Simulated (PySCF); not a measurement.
# Reading the logs of faulty runs: GeH3OSi anion

These are calculations, not measurements. The program is PySCF 2.14.0, an open-source quantum chemistry code, run on an isolated molecule that a program drew, which may never have been made. The molecule is GeH3OSi anion (charge -1, singlet), drawn as the SMILES string `[O]=[GeH][SiH2-]`.

Each row is a Hartree-Fock (HF) and frozen-core CCSD(T) single point in the aug-cc-pV(D+d)Z basis, meant for a local HF minimum. Run 1 is clean. Each other run has one planted mistake out of seven kinds, and not every kind appears here: one electron removed, one electron added, multiplicity raised by two, geometry at a saddle point, minimal basis STO-3G, one bond length entered in bohr, all coordinates scaled. The reference is restricted for singlets and unrestricted otherwise, and also for a bond in bohr. Adding or removing an electron swaps singlet and doublet. Electrons count all cores. HOMO and LUMO are orbital energies over both spins, the gradient is its largest component, and the lowest frequency (negative if imaginary) is given only where the gradient is small. Bond lengths are over the 5 bonds as drawn. T1 is the CCSD diagnostic: over 0.02 (restricted) or 0.045 (unrestricted) a single reference is doubtful. Germanium has the aug-cc-pVDZ-PP basis, with a core potential (ECP10MDF) in place of its 10 inner electrons, and its 3s, 3p and 3d shells are frozen in CCSD(T).

Geometry of the clean run:
```xyz
6
GeH3OSi anion, angstrom
O     1.1452   -1.4465   -1.4091
Ge    0.6391   -0.5717   -0.0997
Si    0.2342   -1.0561    2.2149
H     0.0928    0.8498   -0.5383
H     0.7825    0.2871    2.6803
H     1.4531   -1.9201    2.4788
```

```
run,electrons,basis functions,<S^2>,HOMO (eV),LUMO (eV),gradient (hartree/bohr),lowest frequency (cm^-1),mean bond (Å),longest bond (Å),T1,HF (hartree),CCSD(T) (hartree),mistake
1,58,114,0.000,-3.26,3.85,1.7e-05,163,1.7358,2.399,0.0255,-658.91011,-659.38451,no fault
2,58,114,0.000,-2.21,3.78,4.2e-05,-466,1.6816,2.230,0.0234,-658.89145,-659.36561,geometry at a saddle point
3,57,114,1.236,-9.09,-0.71,4.6e-02,-,1.7358,2.399,0.0819,-658.83797,-659.27193,one electron removed
4,58,114,2.024,-0.97,3.31,3.5e-02,-,1.7358,2.399,0.0380,-658.83967,-659.29328,multiplicity raised by two
5,58,114,0.000,-3.21,3.86,1.6e-02,-,1.7132,2.368,0.0248,-658.90919,-659.38129,?
```

**Which mistake was planted in run 5, and what did it cost?**

The mean and the longest bond both change by the same factor, 0.987, and the gradient is no longer small. So the mistake is: all coordinates scaled. Subtracting run 1 and multiplying by 627.51 kcal/mol a hartree, the energy moved by 0.6 kcal/mol in HF and 2.0 kcal/mol in CCSD(T).

Cautions from the logs. Run 1: T1 is over the limit, so its CCSD(T) energy is less reliable; run 2: T1 is over the limit, so its CCSD(T) energy is less reliable; run 3: T1 is over the limit, so its CCSD(T) energy is less reliable; run 5: T1 is over the limit, so its CCSD(T) energy is less reliable.
